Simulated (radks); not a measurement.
The numbers below are computed, except where a source is named.
Isoelectronic series with 9 electrons, each ion in its NIST ground configuration. Code: a radial shooting solver on a logarithmic mesh with Libxc functionals. Model: Dirac Kohn-Sham, PBEsol, spin-unpolarised, spherical densities, finite nucleus; open shells fill j = l - 1/2 first; Fermi nuclear charge, rms radius of each element as measured or else 0.836 A^(1/3) + 0.57 fm. Total energies (hartree) and mean radii <r> (bohr):

| ion | configuration | E (hartree) | 2p3/2 | 2p1/2 |
|---|---|---|---|---|
| F | [He] 2s2 2p5 | -99.44873 | 1.106 | 1.103 |
| Al4+ | [He] 2s2 2p5 | -235.80703 | 0.5668 | 0.5649 |
| P6+ | [He] 2s2 2p5 | -326.74942 | 0.4597 | 0.4578 |
| Cl8+ | [He] 2s2 2p5 | -432.91803 | 0.3872 | 0.3851 |
| K10+ | [He] 2s2 2p5 | -554.37400 | 0.3346 | 0.3324 |
| Sc12+ | [He] 2s2 2p5 | -691.19063 | 0.2947 | 0.2923 |
| V14+ | [He] 2s2 2p5 | -843.45255 | 0.2633 | 0.2608 |
| Mn16+ | [He] 2s2 2p5 | -1011.25512 | 0.2380 | 0.2353 |
